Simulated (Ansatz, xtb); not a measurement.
## C2H6AlBrO: where a starting geometry ends

The starting geometry of this gas-phase singlet was built from a drawn formula by distance geometry and a force field; its bonds are those of `O[CH2][AlH][CH2]Br`.

```yaml
atoms:
  - { symbol: C, position_ang: [0.3019, -1.8322, -0.2384] }
  - { symbol: C, position_ang: [-0.7871, 1.4043, 0.2832] }
  - { symbol: Al, position_ang: [-1.0636, -0.5950, 0.5351] }
  - { symbol: Br, position_ang: [-2.3058, 2.1080, -0.7273] }
  - { symbol: O, position_ang: [1.5604, -1.5441, 0.3789] }
  - { symbol: H, position_ang: [2.1817, -2.1908, -0.0504] }
  - { symbol: H, position_ang: [0.3487, -1.6729, -1.3182] }
  - { symbol: H, position_ang: [0.0117, -2.8270, -0.0269] }
  - { symbol: H, position_ang: [-2.3340, -1.1503, 1.2718] }
  - { symbol: H, position_ang: [0.1483, 1.5859, -0.2786] }
  - { symbol: H, position_ang: [-0.7210, 1.8906, 1.2823] }
```

Problem. Predict what it relaxes into with r2SCAN-D4/def2-SVP.

Solution. A new bond forms, giving a structure with Br4 bridging Al3 and C2, given below by its coordinates. Contacts that close: Al3–O5 (2.79 → 1.99 Å).

The energy falls by 0.62 eV over 28 steps:

| step | E − E(last) (eV) |
| --- | --- |
| 1 | 0.619 |
| 4 | 0.324 |
| 7 | 0.229 |
| 10 | 0.220 |
| 13 | 0.213 |
| 16 | 0.113 |
| 19 | 0.023 |
| 22 | 0.006 |
| 25 | 0.001 |
| 28 | 0.000 |

Final geometry (Å):

```json
{"atom": "C", "x (Å)": "0.1860", "y (Å)": "-1.7461", "z (Å)": "-0.7187"}
{"atom": "C", "x (Å)": "-0.6438", "y (Å)": "1.3638", "z (Å)": "0.3119"}
{"atom": "Al", "x (Å)": "-0.7205", "y (Å)": "-0.5856", "z (Å)": "0.5572"}
{"atom": "Br", "x (Å)": "-2.4274", "y (Å)": "1.4888", "z (Å)": "-0.5953"}
{"atom": "O", "x (Å)": "1.0833", "y (Å)": "-1.4315", "z (Å)": "0.4754"}
{"atom": "H", "x (Å)": "1.3534", "y (Å)": "-2.2357", "z (Å)": "0.9407"}
{"atom": "H", "x (Å)": "0.7234", "y (Å)": "-1.4303", "z (Å)": "-1.6232"}
{"atom": "H", "x (Å)": "-0.0119", "y (Å)": "-2.8272", "z (Å)": "-0.7484"}
{"atom": "H", "x (Å)": "-1.5569", "y (Å)": "-1.2341", "z (Å)": "1.7357"}
{"atom": "H", "x (Å)": "0.0753", "y (Å)": "1.7835", "z (Å)": "-0.4059"}
{"atom": "H", "x (Å)": "-0.7197", "y (Å)": "2.0308", "z (Å)": "1.1821"}
```

From the same start GFN2-xTB reaches the same bonding as this run.

The end wasn't checked by frequencies. Run with Ansatz 0.2.0, 49 s on 2 threads of Intel(R) Xeon(R) 6975P-C (Granite Rapids) (shared host).
